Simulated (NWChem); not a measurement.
The numbers come from NWChem runs, not from measurements. System: HB, charge 0, spin multiplicity 1, at a geometry optimised with PBE0/def2-SVP. The structure started from a generated list of species. Level: RHF/def2-SVP.

The NWChem input:

```
start mol
memory heap 200 mb stack 900 mb global 1100 mb
geometry units angstroms nocenter noautoz
  B      0.000000     0.000000     0.208709
  H      0.000000     0.000000    -1.043544
  symmetry group C2v
end
basis spherical
  * library def2-svp
end
scf
  rhf
  nopen 0
  maxiter 100
  thresh 1e-7
  semidirect memsize 60000000 filesize 0
end
task scf energy
```

NWChem printed:

```
             Northwest Computational Chemistry Package (NWChem) 7.3.0
             --------------------------------------------------------

                                NWChem Input Module
                                -------------------

 Scaling coordinates for geometry "geometry" by  1.889725989
 (inverse scale =  0.529177249)

 Turning off AUTOSYM since
 SYMMETRY directive was detected!

                             Geometry "geometry" -> ""
                             -------------------------

 Output coordinates in angstroms (scale by  1.889725989 to convert to a.u.)

  No.       Tag          Charge          X              Y              Z
 ---- ---------------- ---------- -------------- -------------- --------------
    1 B                    5.0000     0.00000000     0.00000000     0.20870900
    2 H                    1.0000     0.00000000     0.00000000    -1.04354400

 Effective nuclear repulsion energy (a.u.)       2.1129007038

            Nuclear Dipole moment (a.u.)
            ----------------------------
        X                 Y               Z
 ---------------- ---------------- ----------------
     0.0000000000     0.0000000000     0.0000018897

      Symmetry information
      --------------------

 Group name             C2v
 Group number             16
 Group order               4
 No. of unique centers     2

      Symmetry unique atoms

     1    2


 Summary of "ao basis" -> "" (spherical)
 ------------------------------------------------------------------------------
       Tag                 Description            Shells   Functions and Types
 ---------------- ------------------------------  ------  ---------------------
 *                          def2-svp                  on all atoms

 Summary of "ao basis" -> "ao basis" (spherical)
 ------------------------------------------------------------------------------
       Tag                 Description            Shells   Functions and Types
 ---------------- ------------------------------  ------  ---------------------
 B                          def2-svp                 6       14   3s2p1d
 H                          def2-svp                 3        5   2s1p

                                 NWChem SCF Module
                                 -----------------

  ao basis        = "ao basis"
  functions       =    19
  atoms           =     2
  closed shells   =     3
  open shells     =     0
  charge          =   0.00
  wavefunction    = RHF
  use symmetry    = T
  symmetry adapt  = T

 Summary of "ao basis" -> "ao basis" (spherical)
 ------------------------------------------------------------------------------
       Tag                 Description            Shells   Functions and Types
 ---------------- ------------------------------  ------  ---------------------
 B                          def2-svp                 6       14   3s2p1d
 H                          def2-svp                 3        5   2s1p

      Symmetry analysis of basis
      --------------------------

        a1         10
        a2          1
        b1          4
        b2          4

 Forming initial guess at       0.0s

      Superposition of Atomic Density Guess
      -------------------------------------

 Sum of atomic energies:         -25.00327368

      Non-variational initial energy
      ------------------------------

 Total energy =     -24.924248
 1-e energy   =     -36.901722
 2-e energy   =       9.864573
 HOMO         =      -0.190969
 LUMO         =      -0.009636

      Symmetry analysis of molecular orbitals - initial
      -------------------------------------------------

 !! scf_movecs_sym_adapt:   10 vectors were symmetry contaminated

  Symmetry fudging

 !! scf_movecs_sym_adapt:   10 vectors were symmetry contaminated

  Numbering of irreducible representations:

     1 a1          2 a2          3 b1          4 b2

  Orbital symmetries:

     1 a1          2 a1          3 a1          4 b2          5 b1
     6 a1          7 a1          8 a1          9 b2         10 b1
    11 a1         12 b1         13 b2

 Starting SCF solution at       0.0s

 ----------------------------------------------
         Quadratically convergent ROHF

 Convergence threshold     :          1.000E-07
 Maximum no. of iterations :          100
 Final Fock-matrix accuracy:          1.000E-09
 ----------------------------------------------

              iter       energy          gnorm     gmax       time
             ----- ------------------- --------- --------- --------
                 1      -25.0855906582  2.95D-01  1.69D-01      0.0
                 2      -25.0979642781  6.88D-02  3.05D-02      0.0
                 3      -25.0989388380  1.17D-03  6.01D-04      0.1
                 4      -25.0989390633  6.90D-07  4.92D-07      0.1
                 5      -25.0989390633  2.52D-09  1.86D-09      0.1

       Final RHF  results
       ------------------

         Total SCF energy =    -25.098939063327
      One-electron energy =    -37.066833059625
      Two-electron energy =      9.854993292527
 Nuclear repulsion energy =      2.112900703770

        Time for solution =      0.0s

       Symmetry analysis of molecular orbitals - final
       -----------------------------------------------

  Numbering of irreducible representations:

     1 a1          2 a2          3 b1          4 b2

  Orbital symmetries:

     1 a1          2 a1          3 a1          4 b1          5 b2
     6 a1          7 a1          8 a1          9 b2         10 b1
    11 a1         12 b2         13 b1

             Final eigenvalues
             -----------------

              1
    1   -7.6922
    2   -0.6403
    3   -0.3460
    4    0.0551
    5    0.0551
    6    0.2625
    7    0.3119
    8    0.4348
    9    0.4971
   10    0.4971
   11    0.8399
   12    1.1774
   13    1.1774

                       ROHF Final Molecular Orbital Analysis
                       -------------------------------------

 Vector    2  Occ=2.000000D+00  E=-6.403057D-01  Symmetry=a1
              MO Center= -3.6D-17,  4.2D-17, -5.4D-01, r^2= 9.4D-01
   Bfn.  Coefficient  Atom+Function         Bfn.  Coefficient  Atom+Function
  ----- ------------  ---------------      ----- ------------  ---------------
     2      0.473471  1 B  s                 15      0.364605  2 H  s
     1      0.211700  1 B  s                  6      0.204744  1 B  pz
    16      0.173737  2 H  s

 Vector    3  Occ=2.000000D+00  E=-3.459628D-01  Symmetry=a1
              MO Center= -3.6D-18, -2.1D-16,  5.2D-01, r^2= 1.6D+00
   Bfn.  Coefficient  Atom+Function         Bfn.  Coefficient  Atom+Function
  ----- ------------  ---------------      ----- ------------  ---------------
     3      0.483637  1 B  s                  6     -0.422783  1 B  pz
     2      0.409034  1 B  s                 16     -0.264021  2 H  s
    15     -0.222298  2 H  s                  9      0.190087  1 B  pz
     1      0.169979  1 B  s

 Vector    4  Occ=0.000000D+00  E= 5.508880D-02  Symmetry=b1
              MO Center= -8.2D-17,  1.0D-33,  1.9D-01, r^2= 2.5D+00
   Bfn.  Coefficient  Atom+Function         Bfn.  Coefficient  Atom+Function
  ----- ------------  ---------------      ----- ------------  ---------------
     7      0.716895  1 B  px                 4     -0.404612  1 B  px

 Vector    5  Occ=0.000000D+00  E= 5.508880D-02  Symmetry=b2
              MO Center= -3.2D-34, -3.3D-17,  1.9D-01, r^2= 2.5D+00
   Bfn.  Coefficient  Atom+Function         Bfn.  Coefficient  Atom+Function
  ----- ------------  ---------------      ----- ------------  ---------------
     8      0.716895  1 B  py                 5     -0.404612  1 B  py

 Vector    6  Occ=0.000000D+00  E= 2.625209D-01  Symmetry=a1
              MO Center= -4.7D-18,  7.2D-17, -3.4D-01, r^2= 4.1D+00
   Bfn.  Coefficient  Atom+Function         Bfn.  Coefficient  Atom+Function
  ----- ------------  ---------------      ----- ------------  ---------------
    16      2.908904  2 H  s                  3     -2.137925  1 B  s
     9      1.857940  1 B  pz                 6     -0.266205  1 B  pz

 center of mass
 --------------
 x =   0.00000000 y =   0.00000000 z =   0.19594185

 moments of inertia (a.u.)
 ------------------
           5.170423550438           0.000000000000           0.000000000000
           0.000000000000           5.170423550438           0.000000000000
           0.000000000000           0.000000000000           0.000000000000

  Mulliken analysis of the total density
  --------------------------------------

    Atom       Charge   Shell Charges
 -----------   ------   -------------------------------------------------------
    1 B    5     4.90   1.99  1.15  0.68  0.78  0.28  0.02
    2 H    1     1.10   0.75  0.34  0.01

       Multipole analysis of the density wrt the origin
       ------------------------------------------------

     L   x y z        total         open         nuclear
     -   - - -        -----         ----         -------
     0   0 0 0     -0.000000      0.000000      6.000000

     1   1 0 0      0.000000      0.000000      0.000000
     1   0 1 0      0.000000      0.000000      0.000000
     1   0 0 1     -0.689647      0.000000      0.000002

     2   2 0 0     -4.977484      0.000000      0.000000
     2   1 1 0      0.000000      0.000000      0.000000
     2   1 0 1     -0.000000      0.000000      0.000000
     2   0 2 0     -4.977484      0.000000      0.000000
     2   0 1 1      0.000000      0.000000      0.000000
     2   0 0 2     -8.067838      0.000000      4.666600

 Task  times  cpu:        0.0s     wall:        0.0s

 Total times  cpu:        0.1s     wall:        0.1s
```
